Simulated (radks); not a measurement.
Results of a calculation; reference values are marked as such.
Neutral rhodium inside a hard spherical wall (all orbitals vanish at R), configuration held at [Kr] 4d8 5s1 and not refilled when levels cross. Code: a radial shooting solver on a logarithmic mesh with Libxc functionals. Model: scalar-relativistic Kohn-Sham, PBEsol, spin-polarised, spherical densities, finite nucleus; open shells are filled with parallel spins first (spin-orbit coupling, left out, can overturn this in heavy ions); Fermi nuclear charge, rms radius 4.4945 fm. Eigenvalues in eV for spin up, with the zero of energy where the potential of the charges vanishes at infinity; a dash marks a level that is unbound or too diffuse for the functional's potential to be trusted. A positive occupied level is held by the wall or, in an anion where self-interaction has pushed it up, behind a barrier. The pressure on the wall is -dE/dV.

\begin{tabular}{lrrrrrrrrr}
R (bohr) & E (hartree) & kinetic (hartree) & e(4s) & e(4p) & e(4d) & e(5s) & e(5p, empty) & e(6s, empty) & pressure (GPa) \\ \hline
free & -4781.68130 & 4951.605 & -82.879 & -50.867 & -6.511 & -4.809 & -1.075 & - & 0 \\
20 & -4781.68130 & 4951.605 & -82.879 & -50.867 & -6.511 & -4.809 & -1.074 & - & < 0.0001 \\
10 & -4781.68104 & 4951.608 & -82.857 & -50.845 & -6.490 & -4.788 & -0.912 & 1.945 & 0.00704 \\
8 & -4781.67871 & 4951.626 & -82.735 & -50.723 & -6.376 & -4.663 & -0.505 & 4.545 & 0.108 \\
6 & -4781.65487 & 4951.768 & -82.014 & -50.010 & -5.725 & -3.826 & 1.185 & 12.394 & 2.05 \\
5 & -4781.59093 & 4952.088 & -80.737 & -48.763 & -4.588 & -2.161 & 3.869 & 22.587 & 10.8 \\
2 & -4769.99195 & 4994.978 & -33.273 & -0.928 & 50.114 & 123.10 & 149.21 & 365.10 & 16100 \\
\end{tabular}
